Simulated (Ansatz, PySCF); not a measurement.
Se(F)4 anion (F4Se), SMILES F[Se](F)(F)F (connectivity only; charge and spin as stated), charge -1, multiplicity 2. Atoms are numbered in the order given.

```xyz
5

Se     0.0000     0.0000     0.1245
F      1.3293     1.3293    -0.1231
F      1.3293    -1.3293    -0.1231
F     -1.3293    -1.3293    -0.1231
F     -1.3293     1.3293    -0.1231
```
Charge -1, spin multiplicity 2.

Geometry: PBE0-D3(BJ)/def2-SVPD. The spin state was assumed, not searched. The isomer is the one that the SMILES or the coordinates give; other isomers of the formula were not compared.

Two levels are set side by side: PBE-D3(BJ)/def2-SVPD (Ansatz, a program for electronic structure) and PBE0-D3(BJ)/def2-SVPD (Ansatz). Each level has its own optimised geometry; the coordinates shown are those of the second. Frequencies come from the Hessian of PySCF at each geometry. Differences are taken from unrounded values.

```
quantity                            PBE0-D3(BJ)  PBE-D3(BJ)  PBE-D3(BJ) minus PBE0-D3(BJ)
----------------------------------  -----------  ----------  ----------------------------
mean bond length (Å)                      1.896       1.937                         0.041
bond Se1–F2 (Å)                           1.896       1.937                         0.041
bond Se1–F3 (Å)                           1.896       1.937                         0.041
bond Se1–F4 (Å)                           1.896       1.937                         0.041
bond Se1–F5 (Å)                           1.896       1.937                         0.041
highest harmonic wavenumber (cm⁻¹)          533         489                           -44
mean harmonic wavenumber (cm⁻¹)             323         291                           -32
zero-point energy (kcal/mol)               4.15        3.74                         -0.41
```

Exact exchange shortens and stiffens bonds; PBE has none. Differences between two approximate levels are no errors against the true value.
